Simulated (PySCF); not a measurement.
```xyz
4
charge 0 multiplicity 1, angstrom
Bi    0.0000    0.0000   -0.3943
Cl    2.1596    0.0000    0.7803
Cl   -1.0798    1.8703    0.7803
Cl   -1.0798   -1.8703    0.7803
```

All numbers come from PBE0 in PySCF with Bi def2-SVP with ECP60, Cl def2-SVP; scalar-relativistic core potentials, no spin–orbit coupling; density-fitted integrals.

This geometry of BiCl₃ is a stationary point at this level.

(1) What is the point group?

(2) Is it a minimum?

(3) Which band is strongest in the infrared?

(4) What is the atomisation energy, with and without zero-point energy?

Results:

(1) C3v.

(2) Yes: all harmonic wavenumbers are real.

(3) 339 cm⁻¹ (e), 121 km/mol.

(4) 891 kJ/mol without, 883 kJ/mol with.

Spin–orbit coupling, left out here, can matter for elements this heavy.
